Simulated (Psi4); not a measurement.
F4Zr, triplet, at a GFN2-xTB geometry (such geometries of metal compounds can be far from the true shape) (the multiplicity is a formal guess) (core potentials on Zr); PBE0/def2-SVP in Psi4.

Here is a job for Psi4.
```
memory 2 GB

molecule mol {
0 3
Zr    0.000000   -0.000000   -0.000000
F     1.321673    0.546186   -1.300378
F     1.154487   -0.894620    1.266072
F    -1.370859   -0.649760   -1.197782
F    -1.105301    0.998193    1.232089
}

set {
  basis def2-svp
  reference uks
}

energy('pbe0')
print_variables()
```

It wrote (shortened):

```
   => Loading Basis Set <=

    Name: DEF2-SVP
    Role: ORBITAL
    Keyword: BASIS

    !!!  WARNING: ECP capability is in beta. Please check occupations closely.  !!!

         ---------------------------------------------------------
                                   SCF
               by Justin Turney, Rob Parrish, Andy Simmonett
                          and Daniel G. A. Smith
                              UKS Reference
         ---------------------------------------------------------

  ==> Geometry <==

    Molecular point group: c1
    Full point group: C1

    Geometry (in Angstrom), charge = 0, multiplicity = 3:

       Center              X                  Y                   Z               Mass
    ------------   -----------------  -----------------  -----------------  -----------------
         ZR           0.000000000000     0.000000114518    -0.000000114518    89.904697700000
         F            1.321673000000     0.546186114518    -1.300378114518    18.998403162730
         F            1.154487000000    -0.894619885482     1.266071885482    18.998403162730
         F           -1.370859000000    -0.649759885482    -1.197782114518    18.998403162730
         F           -1.105301000000     0.998193114518     1.232088885482    18.998403162730

  Running in c1 symmetry.

  Rotational constants: A =      0.10210  B =      0.10210  C =      0.07094 [cm^-1]
  Rotational constants: A =   3060.92986  B =   3060.92911  C =   2126.74572 [MHz]
  Nuclear repulsion =  200.669210314235528

  Charge       = 0
  Multiplicity = 3
  Electrons    = 48
  Nalpha       = 25
  Nbeta        = 23

  ==> Algorithm <==

  SCF Algorithm Type is DF.
  DIIS enabled.
  MOM disabled.
  Fractional occupation disabled.
  Guess Type is SAD.
  Energy threshold   = 1.00e-06
  Density threshold  = 1.00e-06
  Integral threshold = 1.00e-12

  ==> Primary Basis <==

  Basis Set: DEF2-SVP
    Blend: DEF2-SVP
    Number of shells: 35
    Number of basis functions: 87
    Number of Cartesian functions: 96
    Spherical Harmonics?: true
    Max angular momentum: 3

  Core potential: DEF2-SVP
    Number of shells: 4
    Number of ECP primitives: 14
    Number of ECP core electrons: 28
    Max angular momentum: 3

  ==> DFT Potential <==

   => LibXC <=

    Version 7.1.2
    S. Lehtola, C. Steigemann, M. J. T. Oliveira, and M. A. L. Marques,  SoftwareX 7, 1–5 (2018) (10.1016/j.softx.2017.11.002)

   => Composite Functional: PBE0 <=

    PBE0 Hyb-GGA Exchange-Correlation Functional

    C. Adamo and V. Barone,  J. Chem. Phys. 110, 6158 (1999) (10.1063/1.478522)
    M. Ernzerhof and G. E. Scuseria,  J. Chem. Phys. 110, 5029 (1999) (10.1063/1.478401)

    Deriv               =              1
    GGA                 =           TRUE
    Meta                =          FALSE

    Exchange Hybrid     =           TRUE
    MP2 Hybrid          =          FALSE

   => Exchange Functionals <=

    0.7500   Perdew, Burke & Ernzerhof

   => Exact (HF) Exchange <=

    0.2500               HF

   => Correlation Functionals <=

    1.0000   Perdew, Burke & Ernzerhof

   => LibXC Density Thresholds  <==

    XC_HYB_GGA_XC_PBEH:  1.00E-15

   => Molecular Quadrature <=

    Radial Scheme          =       TREUTLER
    Pruning Scheme         =           NONE
    Nuclear Scheme         =       TREUTLER

    Blocking Scheme        =         OCTREE
    BS radius alpha        =              1
    Pruning alpha          =              1
    Radial Points          =             75
    Spherical Points       =            302
    Total Points           =         109891
    Total Blocks           =            862
    Max Points             =            256
    Max Functions          =             84
    Weights Tolerance      =       1.00E-15

   => Loading Basis Set <=

    Name: (DEF2-SVP AUX)
    Role: JKFIT
    Keyword: DF_BASIS_SCF

  ==> Integral Setup <==

  SCF_SUBTYPE=INCORE selected. In-core MEM_DF algorithm will be used.
  Using in-core AOs.

  ==> MemDFJK: Density-Fitted J/K Matrices <==

    J tasked:                   Yes
    K tasked:                   Yes
    wK tasked:                   No
    Algorithm:                 Core
    Schwarz Cutoff:           1E-12
    Mask sparsity (%):       3.6993
    Fitting Condition:        1E-10

   => Auxiliary Basis Set <=

  Basis Set: (DEF2-SVP AUX)
    Blend: DEF2-UNIVERSAL-JKFIT
    Number of shells: 149
    Number of basis functions: 563
    Number of Cartesian functions: 756
    Spherical Harmonics?: true
    Max angular momentum: 6

  Minimum eigenvalue in the overlap matrix is 2.0747979518E-02.
  Reciprocal condition number of the overlap matrix is 5.8239074462E-03.
    Using symmetric orthogonalization.

  ==> Pre-Iterations <==

  SCF Guess: Superposition of Atomic Densities via on-the-fly atomic UHF (no occupation information).

   -------------------------
    Irrep   Nso     Nmo
   -------------------------
     A         87      87
   -------------------------
    Total      87      87
   -------------------------

  ==> Iterations <==

                           Total Energy        Delta E     RMS |[F,P]|

   @DF-UKS iter SAD:  -444.32866356630012   -4.44329e+02   0.00000e+00
   @DF-UKS iter   1:  -445.53612270248067   -1.20746e+00   9.20109e-03 DIIS/ADIIS
   @DF-UKS iter   2:  -444.41718067689618    1.11894e+00   2.20073e-02 DIIS/ADIIS
   @DF-UKS iter   3:  -445.66364787454819   -1.24647e+00   5.99964e-03 DIIS/ADIIS
   @DF-UKS iter   4:  -445.66959813307676   -5.95026e-03   5.95870e-03 DIIS/ADIIS
   @DF-UKS iter   5:  -445.76982049992193   -1.00222e-01   1.82464e-03 DIIS/ADIIS
   @DF-UKS iter   6:  -445.77523811037997   -5.41761e-03   1.27896e-03 DIIS/ADIIS
   @DF-UKS iter   7:  -445.78016359519768   -4.92548e-03   7.17391e-04 DIIS/ADIIS
   @DF-UKS iter   8:  -445.78119012697670   -1.02653e-03   4.55549e-04 DIIS/ADIIS
   @DF-UKS iter   9:  -445.78233493806772   -1.14481e-03   2.62947e-04 DIIS/ADIIS
   @DF-UKS iter  10:  -445.78294470247909   -6.09764e-04   1.31953e-04 DIIS/ADIIS
   @DF-UKS iter  11:  -445.78326296040154   -3.18258e-04   8.04135e-05 DIIS
   @DF-UKS iter  12:  -445.78343050982124   -1.67549e-04   6.67683e-05 DIIS
   @DF-UKS iter  13:  -445.78363764981248   -2.07140e-04   4.10803e-05 DIIS
   @DF-UKS iter  14:  -445.78378463546096   -1.46986e-04   3.32078e-05 DIIS
   @DF-UKS iter  15:  -445.78387917496150   -9.45395e-05   2.39044e-05 DIIS
   @DF-UKS iter  16:  -445.78396316583087   -8.39909e-05   3.18206e-05 DIIS
   @DF-UKS iter  17:  -445.78402080330682   -5.76375e-05   5.76179e-05 DIIS
   @DF-UKS iter  18:  -445.78405627127211   -3.54680e-05   5.01504e-05 DIIS
   @DF-UKS iter  19:  -445.78410640771142   -5.01364e-05   6.01503e-05 DIIS
   @DF-UKS iter  20:  -445.78411964276444   -1.32351e-05   5.53298e-05 DIIS
   @DF-UKS iter  21:  -445.78413023180099   -1.05890e-05   2.73995e-05 DIIS
   @DF-UKS iter  22:  -445.78413241887353   -2.18707e-06   4.13701e-05 DIIS
   @DF-UKS iter  23:  -445.78413832734100   -5.90847e-06   8.29963e-06 DIIS
   @DF-UKS iter  24:  -445.78414289059486   -4.56325e-06   4.82705e-06 DIIS
   @DF-UKS iter  25:  -445.78414350785249   -6.17258e-07   1.77547e-06 DIIS
   @DF-UKS iter  26:  -445.78414381756465   -3.09712e-07   2.38694e-06 DIIS
   @DF-UKS iter  27:  -445.78414406807127   -2.50507e-07   2.29016e-06 DIIS
   @DF-UKS iter  28:  -445.78414428276920   -2.14698e-07   2.28759e-06 DIIS
   @DF-UKS iter  29:  -445.78414451234403   -2.29575e-07   7.53982e-07 DIIS
  Energy and wave function converged.

  ==> Post-Iterations <==

   Electrons on quadrature grid:
      Nalpha   =   24.9999914180 ; deviation = -8.582e-06
      Nbeta    =   22.9999961019 ; deviation = -3.898e-06
      Ntotal   =   47.9999875199 ; deviation = -1.248e-05

   @Spin Contamination Metric:   9.734747702E-03
   @S^2 Expected:                2.000000000E+00
   @S^2 Observed:                2.009734748E+00
   @S   Expected:                1.000000000E+00
   @S   Observed:                1.000000000E+00

    Orbital Energies [Eh]
    ---------------------

    Alpha Occupied:

[...]
      25A     -0.167323

    Alpha Virtual:

[...]
    Beta Occupied:

[...]
    Beta Virtual:

[...]
      87A     33.343172

    Final Occupation by Irrep:
              A
    DOCC [    23 ]
    SOCC [     2 ]
    NA   [    25 ]
    NB   [    23 ]

  @DF-UKS Final Energy:  -445.78414451234403

   => Energetics <=

    Nuclear Repulsion Energy =            200.6692103142355279
    One-Electron Energy =               -1035.9990379581170146
    Two-Electron Energy =                 425.5300464995800667
    DFT Exchange-Correlation Energy =     -35.9843633680426223
    Empirical Dispersion Energy =           0.0000000000000000
    VV10 Nonlocal Energy =                  0.0000000000000000
    Total Energy =                       -445.7841445123440280

  UHF NO Occupations:
  HONO-2 :   23  A 1.9974861
  HONO-1 :   24  A 1.0000000
  HONO-0 :   25  A 1.0000000
  LUNO+0 :   26  A 0.0025139
  LUNO+1 :   27  A 0.0009247
  LUNO+2 :   28  A 0.0009187
  LUNO+3 :   29  A 0.0002440

Computation Completed

Properties will be evaluated at   0.000000,   0.000000,   0.000000 [a0]

Properties computed using the SCF density matrix

 Multipole Moments:

 ------------------------------------------------------------------------------------
     Multipole            Electronic (a.u.)      Nuclear  (a.u.)        Total (a.u.)
 ------------------------------------------------------------------------------------

 L = 1.  Multiply by 2.5417464519 to convert [e a0] to [Debye]
 Dipole X            :          0.0000365           -0.0000000            0.0000365
 Dipole Y            :         -0.0001278           -0.0000066           -0.0001344
 Dipole Z            :          0.0003169            0.0000066            0.0003236
 Magnitude           :                                                    0.0003523

 ------------------------------------------------------------------------------------

  Variable Map:
  ----------------------------------------------------------------------------
[...]
  Array Variable Map:
  ----------------------------------------------------------------------------
[...]
[...]
```
